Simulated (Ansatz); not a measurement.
```yaml
crystal:
  periodic: [false, false, false]
  atoms:
    - {symbol: K, position_ang: [0.483606, -2.065626, 1.738454]}
    - {symbol: K, position_ang: [-0.464559, 2.074395, -1.733197]}
    - {symbol: S, position_ang: [-0.019047, -0.008769, -0.005257]}
basis:
  gaussian: {orbitals: ANO-RCC-VTZP}
hamiltonian: {xc: {name: r2SCANh}, dispersion: d3bjatm}
scf: {omitted_lower_state_checks: [starts]}
output: {forces: true}
```

```sh
$ ansatz run in.yaml --threads 4 --pin off --events-out ev --progress --plain --max-ram 3916MiB
```

Shortened log:

```
Functional definition: r2SCANh
710 factors; integrals over basis functions are off by at most 9.2e-4 eV
mean field evaluation 1: about -43633.4218 eV, gradient 4.1e1 eV
mean field evaluation 2: about -43520.5917 eV, gradient 1.0e2 eV
mean field evaluation 4: about -43638.9737 eV, gradient 1.4e1 eV
mean field evaluation 8: about -43639.7975 eV, gradient 5.4e-1 eV
mean field evaluation 16: about -43639.7988 eV, gradient 8.5e-5 eV
mean field -43639.79882434 eV, -1603.7330266764 hartree, gradient 8.5e-5 eV, S^2 0.000000; 0 other end points of the search recorded, 0 dependent functions left out
reference -43639.79884279 eV, -1603.7330273546 hartree; 27, 27 occupied and 83, 83 virtual orbitals, 710 factors
Total energy: -43639.81896201 eV, -1603.7337667221 hartree
Relativity: scalar
Atom 0 at     0.483606    -2.065626     1.738454 Å, force    -0.025845     0.103171    -0.087842 eV/Å
Atom 1 at    -0.464559     2.074395    -1.733197 Å, force     0.021835    -0.105017     0.086736 eV/Å
Atom 2 at    -0.019047    -0.008769    -0.005257 Å, force     0.004010     0.001846     0.001106 eV/Å
Dipole moment:     0.038398     0.017680     0.010597 e Å
Checks for a lower state left out: starts
```

Hardware: 4 threads of Arm Neoverse V1 on a shared host. Wall time 6.5 s.

DK, ANO-RCC and x2c sets are all-electron and run with scalar relativity unless a key says otherwise.
